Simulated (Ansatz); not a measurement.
Reaction (redistribution): `[SiH3][GeH]([SiH3])[Cl]` + `Cl[SiH2][GeH3]` → `[SiH3][GeH2][Cl]` + `[SiH3][GeH2][SiH2]Cl`

Gas-phase electronic energies from Ansatz, PBE0-D4/def2-TZVP geometries. CBS: MP2 limit from def2 TZ/QZ plus the TZ coupled-cluster correction, frozen cores. Functionals use def2-TZVPP. B3LYP here is the variant with VWN-RPA as its local correlation; programs differ in this. HSE06 is defined as in plane-wave codes. For Ge outer-core shells are correlated without core-valence functions, which leaves a few kJ/mol of doubt a bond. Scalar relativity is left out up to krypton. Each species was taken in one conformer, which may not be the lowest.

| level | ΔE (kJ/mol) | difference from CCSD(T)/CBS |
| --- | --- | --- |
| LDA (SPW92) | -0.9 | 0.7 |
| PBE-D4 | -0.4 | 1.2 |
| revPBE-D4 | -0.2 | 1.4 |
| BLYP-D4 | 1.0 | 2.6 |
| r2SCAN-D4 | -1.2 | 0.4 |
| B97M-V | -0.9 | 0.7 |
| PBE0-D4 | -1.4 | 0.2 |
| B3LYP-D4 | 0.0 | 1.6 |
| r2SCANh-D4 | -1.5 | 0.1 |
| r2SCAN0-D4 | -1.9 | -0.3 |
| BHLYP-D4 | -0.8 | 0.8 |
| CAM-B3LYP-D4 | -0.7 | 0.9 |
| ωB97X-V | -1.7 | -0.1 |
| ωB97M-V | -1.6 | 0.0 |
| B2PLYP | -0.8 | 0.8 |
| PBE-QIDH | -2.1 | -0.5 |
| PBE | -0.4 | 1.2 |
| revPBE | -0.1 | 1.5 |
| BLYP | 1.0 | 2.6 |
| r2SCAN | -1.2 | 0.4 |
| PBE0 | -1.4 | 0.2 |
| B3LYP | 0.0 | 1.6 |
| r2SCANh | -1.5 | 0.1 |
| r2SCAN0 | -1.9 | -0.3 |
| HSE06 | -1.3 | 0.3 |
| BHLYP | -1.0 | 0.6 |
| CAM-B3LYP | -0.7 | 0.9 |
| LC-ωPBE | -2.1 | -0.5 |
| RPA@PBE/def2-TZVPP | -1.5 | 0.1 |
| MP2/def2-SVP | -4.2 | -2.6 |
| CCSD/def2-SVP | -3.8 | -2.2 |
| HF/def2-TZVPP | -1.4 | 0.2 |
| SCS-MP2/def2-TZVPP | -1.6 | 0.0 |
| CCSD(T)/def2-TZVPP | -1.7 | -0.1 |
| HF/def2-QZVPP | -1.2 | 0.4 |
| MP2/def2-QZVPP | -1.9 | -0.3 |
| SCS-MP2/def2-QZVPP | -1.5 | 0.1 |
| HF/CBS(def2) | -1.2 | 0.4 |
| MP2/CBS(def2) | -1.9 | -0.3 |
| CCSD/CBS(def2) | -1.7 | -0.1 |
| CCSD(T)/CBS | -1.6 | 0 |

Largest T1 diagnostic among the species: 0.012.

Leaving LDA and LC-ωPBE aside and taking each functional with its dispersion term where it has one, the values spread over 3.1 kJ/mol, from PBE-QIDH to BLYP-D4.

CCSD(T)/CBS has its own doubt, a few kJ/mol and more with outer-core shells, so smaller differences from it don't rank the levels.
